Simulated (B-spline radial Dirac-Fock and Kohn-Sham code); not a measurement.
## Elastic and transport cross sections of carbon for electrons

These are calculated numbers from a B-spline atomic structure program; the model is relativistic (Dirac) partial waves in the static field of the Dirac-Fock atom with Furness-McCarthy exchange, without polarisation or absorption potentials. Below a few hundred eV the neglected polarisation potential matters, most of all at small angles. σ_tr1 and σ_tr2 weight the cross section with 1 − P₁ and 1 − P₂ of cos θ; "backward" is the share scattered beyond 90°.

```csv
energy (eV),σ (a₀²),σ_tr1 (a₀²),σ_tr2 (a₀²),σ/σ_tr1,backward (%)
50,16.8,10.5,8.77,1.59,30
52.2,16.3,10.0,8.51,1.62,29
68.3,13.5,7.35,7.06,1.84,25
69.9,?,?,?,?,?
93.1,11.0,5.01,5.59,2.19,20
100,10.5,4.57,5.27,2.29,19
105,10.1,4.29,5.06,2.37,18
124,9.10,3.44,4.37,2.64,15
126,9.01,3.37,4.31,2.67,15
128,8.92,3.30,4.24,2.70,15
134,8.65,3.10,4.07,2.79,14
145,8.22,2.78,3.77,2.95,13
164,7.58,2.35,3.33,3.23,11
```

**Question.** Fill in the row for 69.9 eV.

**Answer.** σ = 13.3 a₀², σ_tr1 = 7.15 a₀², σ_tr2 = 6.94 a₀², σ/σ_tr1 = 1.86, backward 25 %. The ratio σ/σ_tr1 is roughly the number of elastic collisions that randomise the direction.
